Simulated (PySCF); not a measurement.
## MoH₂ + 3 Cl₂ → MoCl₄ + 2 HCl

Level: PBE0 in the def2-TZVP basis family, computed in PySCF with density fitting; scalar-relativistic core potentials for atoms from Rb on, none lighter, no spin–orbit coupling; open shells unrestricted.

```tsv
species	state and structure	E (Eh)	ZPE (kJ/mol)	H(298 K) − H(0) (kJ/mol)	S° (J/(mol K))
MoH₂	quintet, C2v, Mo–H 1.706 Å (×2); H–Mo–H 108.1°	-69.28343	25.3	10.4	240.3
Cl₂	singlet, D∞h, Cl–Cl 1.982 Å	-920.08940	3.5	9.1	222.5
MoCl₄	triplet, Td, Mo–Cl 2.227 Å (×4)	-1908.64765	13.3	22.6	377.9
HCl	singlet, C∞v, H–Cl 1.279 Å	-460.66440	17.9	8.7	186.6
```

What is the electronic reaction energy?

At PBE0/def2-TZVP, ΔE = -1115.4 kJ/mol from the differences of the total energies times 2625.5, downhill. 

Add zero-point, thermal and entropy terms for 298.15 K and 1 bar.

ΔZPE = 13.3 and Δ[H(298) − H(0)] = 2.3 kJ/mol give ΔH° = -1099.8 kJ/mol. ΔS° = -156.7 J/(mol K), so ΔG° = -1099.8 − 298.15 × (-0.1567) = -1053 kJ/mol.

Open d or f shells are single determinants, so the state found may not be the ground state. Only the bonding shown was studied: isomers, or loss of a ligand pair, can lie lower.
